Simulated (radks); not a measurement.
Species: Cd37+. Configuration: [Ne] 3s1.

Calculated with a radial shooting solver on a logarithmic mesh with Libxc functionals: scalar-relativistic Kohn-Sham, r2SCAN, spin-polarised, spherical densities, finite nucleus; open shells are filled with parallel spins first (spin-orbit coupling, left out, can overturn this in heavy ions); meta-GGA in the generalised Kohn-Sham scheme; Fermi nuclear charge, rms radius 4.6087 fm.

Energy parts (hartree):
total: -4411.12244
kinetic: 4628.56856
electron-nucleus: -9477.96491
Hartree: 522.66202
exchange-correlation: -84.38811

Orbitals (lengths in bohr, moments of r in powers of bohr):
orbital	occ.	eigenvalue (hartree)	<r>	<r^4>
1s up	1	-1060.331	0.03038	4.054e-06
1s down	1	-1060.248	0.03038	4.054e-06
2s up	1	-224.2255	0.1291	0.0006480
2s down	1	-224.1494	0.1291	0.0006458
2p up	3	-210.1014	0.1123	0.0004558
2p down	3	-210.0089	0.1123	0.0004539
3s up	1	-90.91177	0.3113	0.01756
3s down	0	-89.36871	0.3119	0.01784
3p up	0	-86.43295	0.3009	0.01630
3p down	0	-85.05993	0.3010	0.01651
4s up	0	-47.84438	0.5680	0.1825

The highest occupied level is 3s up at -2473.8 eV. Summed over all electrons, <r^2> = 0.2437 bohr^2, which gives a Langevin (diamagnetic) susceptibility term of -0.193 x 10^-6 cm^3/mol. The spin density at the nucleus is 2178 e/bohr^3 (1s 16, 2s 6, 3s 2155). The electron density at the nucleus is 1.628e+05 e/bohr^3 (large components only). The density falls to 0.001 e/bohr^3 at r = 0.77 bohr. For comparison, the ionisation energy in NIST's Atomic Spectra Database is 2498.6 eV (semi-empirical). In exact Kohn-Sham theory the highest level is minus the ionisation energy, but local and semilocal functionals leave it too shallow, through self-interaction and a potential that decays too fast; potentials with the right tail come closer.
